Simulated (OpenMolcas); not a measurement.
What dynamic correlation does to the levels of neutral carbon

- Program: OpenMolcas 26.06
- Basis: ANO-R2 [4s4p2d1f]
- Scalar Hamiltonian: X2C, finite nucleus
- Active space: 4 electrons in 8 orbitals (2s 2p 3s 3p)
- State averaging: 2S+1 = 3 even, 3 roots; 2S+1 = 1 even, 6 roots; 2S+1 = 5 odd, 1 root; 2S+1 = 3 odd, 8 roots
- Spin-orbit coupling: state interaction with AMFI integrals over the reference wave functions, term energies averaged over their components

Methods on the same reference wave functions:
A. CASSCF
B. SS-CASPT2, IPEA 0.25 Eh, imaginary shift 0.1 Eh (closed shells correlated: 1s)

Energies in cm⁻¹ above 2s² 2p² ³P₀, the measured ground level; measured values from NIST Handbook of Basic Atomic Spectroscopic Data.

```json
{"Level": "2s² 2p² ³P₀", "A": "0.0", "B": "0.0", "Measured": "0.0"}
{"Level": "2s² 2p² ³P₁", "A": "14.5", "B": "14.5", "Measured": "16.4"}
{"Level": "2s² 2p² ³P₂", "A": "43.4", "B": "43.4", "Measured": "43.4"}
{"Level": "2s² 2p² ¹D₂", "A": "11966", "B": "10460", "Measured": "10193"}
{"Level": "2s² 2p² ¹S₀", "A": "18810", "B": "20860", "Measured": "21648"}
{"Level": "2s 2p³ ⁵S°₂", "A": "25452", "B": "31790", "Measured": "33735"}
{"Level": "2s 2p³ ³D°₁", "A": "67490", "B": "63400", "Measured": "64090"}
{"Level": "2s 2p³ ³D°₂", "A": "67494", "B": "63400", "Measured": "64091"}
{"Level": "2s 2p³ ³D°₃", "A": "67500", "B": "63410", "Measured": "64087"}
{"Level": "2s 2p³ ³P°₀", "A": "76686", "B": "74870", "Measured": "75256"}
{"Level": "2s 2p³ ³P°₁", "A": "76689", "B": "74870", "Measured": "75254"}
{"Level": "2s 2p³ ³P°₂", "A": "76694", "B": "74880", "Measured": "75255"}
```

Deviations, from unrounded energies. A percentage is the sum of absolute deviations over the sum of measured energies, with the sign that they share, or ± where signs differ.

| Against measurement | Levels | A | B |
| --- | --- | --- | --- |
| mean absolute deviation (cm-1) | 11 | 2500 | 560 |
| fine structure of the ground term (%) | 2 | ±3.2 | ±3.2 |
| other terms of the ground configuration (%) | 2 | ±14.5 | ±3.3 |
| other configurations (%) | 7 | ±5.0 | -1.1 |

B lies closest to measurement on these levels. The largest miss of B in the table is 2s 2p³ ⁵S°₂, by -1900 cm-1. The ranking rests on the paired levels alone, and a cruder setting can come out closer through cancelling errors.

From A to B the spin-free energies of the other terms of 2s² 2p² shown, above ³P, scale by factors of 0.87 to 1.11.

The lowest spin-free term lies below A's lowest term by 0.057 hartree in B.

Term energies are means over components that CASPT2 splits; among the terms shown or strongly mixed into the levels shown the widest spread is 100 cm-1 (2s 2p³ ³D°, B). Active for correlation alone: 3p 3s; no level in the range computed is led by a configuration that fills them, so any true level of that kind is missing. Without dynamic correlation excited terms often stand tens of per cent too high (terms of higher spin than the ground term too low), and those without a measured partner can miss by more than the paired ones (holds for A). Measured partners are found by configuration, term and J. A level has none where our copy of the source lacks it or the pairing is in doubt (some pairs that miss far off the trend of their configuration count as doubtful), and it then counts in no deviation. Levels of configurations outside the active space are missing.

° marks odd parity.
